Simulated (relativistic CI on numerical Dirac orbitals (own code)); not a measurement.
Pr4+: M4,5 absorption edge

Computed with this model: Dirac-Coulomb-Breit CI, KLI orbitals optimised for each configuration, a model potential for QED, multiplet model of core-to-valence dipole absorption, unscaled Slater integrals; configurations [Xe] 4f → [Ar] 3d9 4s2 4p6 4d10 4f2 5s2 5p6; 80 K; Lorentzian 0.9 eV and Gaussian 0.4 eV FWHM. Energies are those of the free ion, without screening or charge transfer. The branching ratio is the share of the lower-energy edge in the whole absorption, uncertain by about 0.02 where the edges overlap. S is read from ⟨S²⟩ = S(S + 1).

Field parameters in Wybourne normalisation; cubic f-shell fields have B⁴₄ = √(5/14) B⁴₀ and B⁶₄ = −√(7/2) B⁶₀. The field is a parameter set, without covalency.

free ion: ground-state S = 0.50, centroid 947.84 eV, branching ratio 0.412. Peaks (eV, height): 935.5 (37), 935.9 (36), 937.3 (72), 951.6 (13), 953.8 (40), 956.6 (100), 960.2 (8).

Oh, B40 = 4190, B60 = 340 cm⁻¹: ground-state S = 0.50, centroid 947.89 eV, branching ratio 0.410. Peaks (eV, height): 935.6 (41), 937.4 (67), 951.7 (13), 953.9 (39), 956.7 (100), 960.3 (7).

The statistical ratio of this edge is 3/5 = 0.600. Values above it arise where the holes sit mainly in the j = l + 1/2 valence subshell or the ground state has high spin; values below it where core-valence Coulomb terms move weight to the upper edge, as in nearly empty shells.

Strongest unbroadened transitions for Oh, B40 = 4190, B60 = 340 cm⁻¹:

```csv
Energy (eV),Relative strength
935.25,7.7
935.32,18.0
935.48,7.1
935.88,6.6
936.17,13.3
937.34,55.4
937.35,35.5
937.66,18.1
953.88,26.3
953.92,32.3
954.80,9.8
956.53,7.7
956.62,30.8
956.66,100.0
957.01,10.4
957.10,38.4
957.80,8.4
960.33,8.9
```
